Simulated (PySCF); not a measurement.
**Gas-phase XPS of `CBCBNC`, computed**

Species: C₃H₁₁B₂N.
Z-matrix (Å and degrees, PBE0-D3(BJ)/def2-SVP geometry), rows numbered from 1:
```
C 
B   1  1.5660
C   2  1.5538  1  123.76
B   3  1.5880  2  101.89  1   -84.60
N   4  1.3938  3  121.07  2   -91.87
C   5  1.4406  4  127.58  3   179.20
H   1  1.1038  2  110.67  3   125.43
H   1  1.1063  2  108.08  3  -120.48
H   1  1.1001  2  115.27  3     0.98
H   2  1.2187  1  117.62  3  -176.96
H   3  1.1011  2  112.97  1   156.98
H   3  1.1017  2  112.22  1    30.29
H   4  1.2139  3  121.44  2    85.49
H   5  1.0149  4  118.49  3    -1.14
H   6  1.1037  5  111.93  4  -120.06
H   6  1.0984  5  109.33  4    -0.56
H   6  1.1038  5  112.00  4   118.99
```

Method: delta-SCF UKS SCAN, pcX-2 on the ionised atom, pcseg-1 elsewhere, spin-free X2C (PySCF). Vertical ΔSCF values, vacuum level as zero.

Problem. What binding energy does each computed site have?

Solution. 
```
atom(s)                environment  level  binding energy (eV)  above the level's lowest (eV)  count
     B4     three-coordinate boron   B 1s               195.15                           0.00      1
     B2     three-coordinate boron   B 1s               195.17                          +0.02      1
     C3  sp3 carbon bound to boron   C 1s               289.24                           0.00      1
     C1  sp3 carbon bound to boron   C 1s               289.81                          +0.57      1
     C6            N-methyl carbon   C 1s               291.78                          +2.54      1
     N5       boron-bound nitrogen   N 1s               405.00                           0.00      1
```

The 2 B 1s values lie within 0.02 eV of each other; Gaussian lines of 0.5 eV full width would blend them into one maximum.

The listed C 1s values span 2.54 eV, from C3 (bonded to 2 H and 2 B) to C6 (bonded to N and 3 H). Summing the Pauling electronegativity differences to the bonded atoms, each weighted by its formal bond order, gives -1.72 for the lowest site and -0.56 for the highest; no listed site has a larger sum than the highest.

Problem. Which effective nuclear charge Zeff reproduces each element's mean 1s value in the hydrogen-like formula E = 13.606 eV × Zeff²?

Solution. B (Z = 5): mean 195.2 eV, Zeff = 3.79, Z − Zeff = 1.21; C (Z = 6): mean 290.3 eV, Zeff = 4.62, Z − Zeff = 1.38; N (Z = 7): mean 405.0 eV, Zeff = 5.46, Z − Zeff = 1.54. Means run over the listed sites, weighted by atom count.

Problem. Express the binding energy of C 1s of C3 in atomic units and per mole.

Solution. 289.24 eV = 10.6294 Eh = 27907 kJ/mol.

One conformer (not necessarily the lowest) at the PBE0-D3(BJ)/def2-SVP geometry, without solvent, vibrations or thermal averaging.
